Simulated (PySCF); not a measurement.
C₂H₁₂OSi₃, SMILES O([C@H]([SiH3])C)[SiH2][SiH3].

Coordinates come from a B3LYP-D3(BJ)/def2-SVP optimisation. The structure was generated by enumeration; whether it is a known compound was not checked. The values are those of a single conformer.

These are B3LYP-D3(BJ)/def2-SVP (PySCF) values and carry that method's errors.

Frequencies are harmonic and unscaled.

Question: List the normal modes with their intensities. (The exact figures need the calculation; the answer reports its results.)

Answer: 
```
mode  ν (cm⁻¹)  IR (km/mol)  moving atoms (share of kinetic energy)
----  --------  -----------  --------------------------------------
1           35          0.1                 Si 42 %, C 28 %, H 24 %
2           59          0.8         Si 45 %, H 28 %, O 16 %, C 11 %
3           96          0.6         H 44 %, Si 28 %, C 16 %, O 11 %
4          116          0.6                  H 73 %, Si 13 %, O 8 %
5          146          0.6                         H 76 %, Si 13 %
6          182          2.8         H 42 %, O 23 %, Si 21 %, C 14 %
7          223          1.8         H 29 %, Si 28 %, C 26 %, O 17 %
8          247          0.3                                  H 91 %
9          307          2.5         H 37 %, Si 37 %, C 13 %, O 13 %
10         359         17.9                                  H 94 %
11         404         12.3         H 34 %, C 23 %, O 22 %, Si 20 %
12         411          2.3                  Si 59 %, H 25 %, C 8 %
13         517         26.8                         H 67 %, Si 28 %
14         563         16.1         H 55 %, Si 21 %, C 14 %, O 10 %
15         617          4.3                         H 75 %, Si 21 %
16         631         23.7                         H 79 %, Si 14 %
17         721         23.5                 H 60 %, C 28 %, Si 11 %
18         742         18.2                 H 64 %, C 20 %, Si 11 %
19         755         21.5         H 43 %, O 27 %, C 16 %, Si 13 %
20         831        559.0                         H 85 %, Si 13 %
21         905         36.2                         H 85 %, Si 13 %
22         922        293.6                          H 88 %, Si 8 %
23         942         34.4                                  H 97 %
24         945         25.2                                  H 93 %
25         948         47.7                                  H 88 %
26         953         48.6                                  H 97 %
27         959         13.8                  H 73 %, C 14 %, O 10 %
28         967        123.2                                  H 84 %
29        1017         16.1                          H 71 %, C 20 %
30        1104         68.7                  C 60 %, H 24 %, O 15 %
31        1140        136.4                  C 43 %, H 29 %, O 27 %
32        1272          5.9                          H 63 %, C 36 %
33        1344         11.8                          H 86 %, C 13 %
34        1394         10.5                          H 78 %, C 22 %
35        1459          4.3                                  H 96 %
36        1473          1.8                                  H 96 %
37        2186        108.6                                  H 97 %
38        2203         47.3                                  H 99 %
39        2209         84.5                                  H 96 %
40        2210        117.6                                  H 97 %
41        2214        106.2                                  H 96 %
42        2231         59.0                                  H 97 %
43        2235        126.0                                  H 97 %
44        2240        132.0                                  H 96 %
45        2960         26.0                                  H 92 %
46        3020         14.9                                  H 97 %
47        3098         23.4                           H 91 %, C 9 %
48        3119         11.5                          H 90 %, C 10 %
```
